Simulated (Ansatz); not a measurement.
`BCCCl` + H₂Te → `B[TeH]` + `CCCl`  (ligand exchange at a B–C bond)

Computed with Ansatz on PBE0-D4/def2-TZVP structures; ΔE is electronic, products minus reactants. CCSD(T)/CBS is the MP2 limit (def2-TZVPP, def2-QZVPP) plus CCSD(T) − MP2 in def2-TZVPP, frozen cores. Functionals use def2-TZVPP. def2 core potentials past Kr. For Te outer-core shells are correlated without core-valence functions, which leaves a few kJ/mol of doubt a bond. Each species was taken in one conformer, which may not be the lowest.

`BCCCl`:

```xyz
10

B     1.128   -0.068   -0.921
C    -0.086    0.568   -0.185
C    -0.744   -0.267    0.889
Cl   -1.507   -1.719    0.172
H     1.545    0.430   -1.926
H     1.704   -1.009   -0.458
H    -0.831    0.961   -0.885
H     0.346    1.472    0.285
H    -0.018   -0.632    1.615
H    -1.538    0.263    1.414
```

H₂Te:

```xyz
3

Te   -0.543    0.542   -0.127
H     0.976    0.546    0.531
H    -0.433   -1.087   -0.403
```

`B[TeH]`:

```xyz
5

B     0.592   -0.043    0.414
Te   -1.030    0.970   -0.448
H     0.772   -1.197    0.192
H     1.300    0.602    1.122
H    -1.633   -0.332   -1.281
```

`CCCl`:

Z-matrix (Å, degrees):
```
C
C 1 1.507
H 1 1.091 2 111.0
H 1 1.094 2 109.6 3 119.7
H 1 1.091 2 111.0 3 -120.6
Cl 2 1.788 1 111.4 3 60.3
H 2 1.089 1 111.9 3 179.1
H 2 1.089 1 111.9 3 -58.5
```

(1) Is it downhill or uphill in electronic energy at CCSD(T)/CBS, and by how much? (An estimate is asked.)

(2) What do these levels give: LC-ωPBE, HF/def2-TZVPP, MP2/def2-TZVPP, SCS-MP2/def2-TZVPP, CCSD(T)/def2-TZVPP, MP2/CBS(def2)? (An estimate is asked.)

Largest T1 diagnostic among the species: 0.015.

## Answers

(1) Computed: Downhill: ΔE = -0.85 eV.

(2) Ansatz gave: LC-ωPBE -0.76, HF/def2-TZVPP -0.70, MP2/def2-TZVPP -0.88, SCS-MP2/def2-TZVPP -0.83, CCSD(T)/def2-TZVPP -0.84, MP2/CBS(def2) -0.89 eV.

At CCSD(T), def2-SVP lies +0.06 eV from the extrapolated value and def2-TZVPP +0.02 eV. From PBE to PBE0 (25 % exact exchange), in def2-TZVPP and without D4, ΔE moves by +0.05 eV.
